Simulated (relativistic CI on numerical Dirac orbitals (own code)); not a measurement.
Line list: Electric-dipole lines, Ir XXXIII

Method of calculation: Dirac-Coulomb-Breit CI, orbitals from a KLI potential per configuration, model QED (radiative potential, 1s self-energy scaled to tabulated hydrogen-like ionisation energies), unscaled Slater integrals (own radial code, finite nucleus).

Configurations in the expansion (outside the closed core [Ar] 3d10): 4s2 4p6 4d9, 4s2 4p5 4d10, 4s2 4p6 4d8 4f, 4s 4p6 4d10, 4s2 4p5 4d9 4f, 4s 4p6 4d9 4f, 4s2 4p6 4d8 5s, 4s2 4p6 4d7 4f 5s, 4s2 4p6 4d8 5p, 4s2 4p6 4d8 5d, 4s2 4p5 4d9 5s, 4s2 4p6 4d7 5s2, 4s2 4p6 4d6 4f 5s2, 4s2 4p5 4d7 4f 5s2, 4s 4p6 4d7 4f 5s2. Double excitations out of closed p, d and f shells are left out; levels of such configurations are missing from the list, as are those of other unlisted configurations, and high levels can miss mixing partners.

| λ vac (nm) | Lower | Upper | A (s⁻¹) | E lower (Ry) | E upper (Ry) |
| --- | --- | --- | --- | --- | --- |
| 2.3975 | 4s2 4p6 4d9 2D_5/2 [1] | 4s2 4p6 4d8 5p 2D°_5/2 [194] | 1.30e+12 | 0.0000 | 38.0097 |
| 2.4072 | 4s2 4p6 4d9 2D_5/2 [1] | 4s2 4p6 4d8 5p 2D°_5/2 [193] | 1.38e+12 | 0.0000 | 37.8563 |
| 2.4094 | 4s2 4p6 4d9 2D_5/2 [1] | 4s2 4p6 4d8 5p 2F°_7/2 [191] | 1.01e+12 | 0.0000 | 37.8218 |
| 2.4663 | 4s2 4p6 4d9 2D_5/2 [1] | 4s2 4p6 4d8 5p 2F°_7/2 [189] | 1.39e+12 | 0.0000 | 36.9483 |
| 3.9843 | 4s2 4p6 4d9 2D_3/2 [2] | 4s2 4p5 4d10 2P°_1/2 [85] | 7.14e+12 | 1.5222 | 24.3935 |
| 4.1016 | 4s2 4p5 4d10 2P°_3/2 [3] | 4s2 4p5 4d9 4f 2S_1/2 [184] | 4.82e+12 | 14.4858 | 36.7033 |
| 4.1951 | 4s2 4p5 4d10 2P°_3/2 [3] | 4s2 4p5 4d9 4f 2D_5/2 [180] | 5.00e+12 | 14.4858 | 36.2080 |
| 4.2099 | 4s2 4p5 4d10 2P°_3/2 [3] | 4s2 4p5 4d9 4f 2P_3/2 [179] | 4.44e+12 | 14.4858 | 36.1316 |
| 4.4545 | 4s2 4p6 4d9 2D_5/2 [1] | 4s2 4p6 4d8 4f 2F°_7/2 [82] | 5.98e+12 | 0.0000 | 20.4571 |
| 4.4655 | 4s2 4p6 4d9 2D_3/2 [2] | 4s2 4p6 4d8 4f 2F°_5/2 [84] | 6.00e+12 | 1.5222 | 21.9288 |
| 4.4696 | 4s2 4p6 4d9 2D_5/2 [1] | 4s2 4p6 4d8 4f 2P°_3/2 [81] | 6.22e+12 | 0.0000 | 20.3879 |
| 4.4824 | 4s2 4p6 4d9 2D_5/2 [1] | 4s2 4p6 4d8 4f 2D°_5/2 [80] | 5.88e+12 | 0.0000 | 20.3299 |
| 4.5262 | 4s2 4p6 4d9 2D_3/2 [2] | 4s2 4p6 4d8 4f 2D°_3/2 [83] | 5.68e+12 | 1.5222 | 21.6553 |
| 5.6331 | 4s2 4p6 4d8 4f 2H°_11/2 [20] | 4s2 4p5 4d9 4f 2G_9/2 [127] | 5.64e+11 | 16.0285 | 32.2056 |
| 5.6538 | 4s2 4p6 4d8 4f 4I°_15/2 [12] | 4s2 4p5 4d9 4f 4H_13/2 [118] | 1.17e+12 | 15.6690 | 31.7867 |
| 5.6557 | 4s2 4p6 4d8 4f 4I°_13/2 [9] | 4s2 4p5 4d9 4f 2H_11/2 [115] | 1.01e+12 | 15.4636 | 31.5760 |
| 5.6735 | 4s2 4p6 4d8 4f 4H°_13/2 [16] | 4s2 4p5 4d9 4f 4G_11/2 [121] | 9.10e+11 | 15.8203 | 31.8821 |
| 5.6735 | 4s2 4p6 4d8 4f 4G°_11/2 [24] | 4s2 4p5 4d9 4f 2G_9/2 [135] | 6.05e+11 | 16.4488 | 32.5106 |
| 5.7040 | 4s2 4p6 4d8 4f 4H°_11/2 [10] | 4s2 4p5 4d9 4f 4G_9/2 [114] | 1.03e+12 | 15.5876 | 31.5635 |
| 5.7042 | 4s2 4p6 4d8 4f 4F°_7/2 [5] | 4s2 4p5 4d9 4f 2F_5/2 [104] | 3.59e+11 | 15.2017 | 31.1771 |
| 5.7776 | 4s2 4p6 4d8 4f 4I°_11/2 [33] | 4s2 4p5 4d9 4f 2G_9/2 [139] | 6.58e+11 | 16.9114 | 32.6838 |
| 5.7792 | 4s2 4p6 4d8 4f 2I°_13/2 [41] | 4s2 4p5 4d9 4f 4H_11/2 [147] | 7.04e+11 | 17.2306 | 32.9986 |
| 5.8163 | 4s2 4p6 4d8 4f 2K°_13/2 [37] | 4s2 4p5 4d9 4f 2I_11/2 [140] | 6.48e+11 | 17.0807 | 32.7481 |
| 5.8279 | 4s2 4p6 4d8 4f 2K°_15/2 [49] | 4s2 4p5 4d9 4f 2I_13/2 [149] | 6.52e+11 | 17.4312 | 33.0675 |
| 5.9792 | 4s2 4p6 4d8 4f 4H°_13/2 [16] | 4s2 4p5 4d9 4f 4H_13/2 [100] | 2.50e+11 | 15.8203 | 31.0610 |
| 6.0101 | 4s2 4p6 4d8 4f 4F°_9/2 [7] | 4s2 4p5 4d9 4f 4G_9/2 [93] | 2.88e+11 | 15.4363 | 30.5985 |
| 6.0256 | 4s2 4p6 4d8 4f 4H°_11/2 [10] | 4s2 4p5 4d9 4f 4H_11/2 [94] | 2.94e+11 | 15.5876 | 30.7109 |
| 6.0649 | 4s2 4p6 4d8 4f 2H°_9/2 [17] | 4s2 4p5 4d9 4f 2H_9/2 [99] | 4.19e+11 | 15.9456 | 30.9708 |
| 6.1347 | 4s2 4p6 4d8 4f 4I°_13/2 [9] | 4s2 4p5 4d9 4f 2I_13/2 [89] | 2.95e+11 | 15.4636 | 30.3179 |
| 6.2012 | 4s2 4p6 4d8 4f 4I°_15/2 [12] | 4s2 4p5 4d9 4f 4I_15/2 [90] | 2.87e+11 | 15.6690 | 30.3640 |

Terms are leading LS components. Brackets give the number of a level in order of energy, since labels repeat. The list gives strong lines, with weight on those to low levels, without lines whose two gauges differ by over a factor of 2.5, among the lowest 200 of 2742 levels, so that lines to higher ones, which can be the strongest, are missing. Levels whose partners in the same complex of configurations lie outside the list can be far off, and so can their lines. Rates are taken at the computed energies, electric ones in the length gauge.

At this charge energies of transitions that change n are usually good to better than 1 %, and those within a shell (Δn = 0) to a few per cent.

LS names give the leading component of a level, which can be under half, so a name can repeat, a term be missing and a line seem to break the LS rules.
